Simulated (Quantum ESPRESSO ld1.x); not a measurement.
Task: Coherent X-ray form factor from a spherical all-electron density. All-electron calculation, scalar-relativistic Kohn-Sham, LDA (Slater exchange, Perdew-Zunger correlation), spin-polarised, spherical densities, point nucleus. Program: ld1.x of Quantum ESPRESSO 7.5.

| sin(theta)/lambda (1/angstrom) | f0 (electrons) |
|---|---|
| 0.05 | 51.733 |
| 0.1 | 50.948 |
| 0.15 | 49.697 |
| 0.2 | 48.055 |
| 0.25 | 46.115 |
| 0.3 | 43.973 |
| 0.4 | 39.436 |
| 0.5 | 35.014 |
| 0.6 | 31.029 |
| 0.8 | 24.758 |
| 1 | 20.552 |
| 1.25 | 17.250 |
| 1.5 | 15.004 |
| 2 | 11.311 |

The species is in the configuration that NIST lists as its ground one. Which atom or ion scatters so?

Result: The europium ion Eu11+, [Kr] 4d10 4f4 5s2. Extrapolating in s^2 from the first two rows gives f0(0) = 52.0, near the electron count 52; among species with that count, the fall with angle is slower the higher Z, and the table is that of Z = 63; from so few rows the species is fixed only to a neighbour or two.
